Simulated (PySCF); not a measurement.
Correlation energy of Co (cobalt, neutral)

[Ar] 3d8 4s1, 4s spin antiparallel (an excited configuration). Computed with PySCF 2.14 in ANO-RCC-VTZP (6s5p3d2f1g, 59 functions), with the spin-free X2C one-electron Hamiltonian (Gaussian nucleus). Frozen: [Ar]; 9 electrons correlated.

MP2 pair energies summed by pair of shells (mhartree):

```csv
pair,energy,share (%)
3d-3d,-279.58,93.5
3d-4s,-19.44,6.5
```

Total MP2 correlation energy: -299.03 mhartree.

Same-spin part -112.77 and opposite-spin part -186.25 mhartree; SCS-MP2 scales them by 1/3 and 6/5 to -261.09 mhartree.
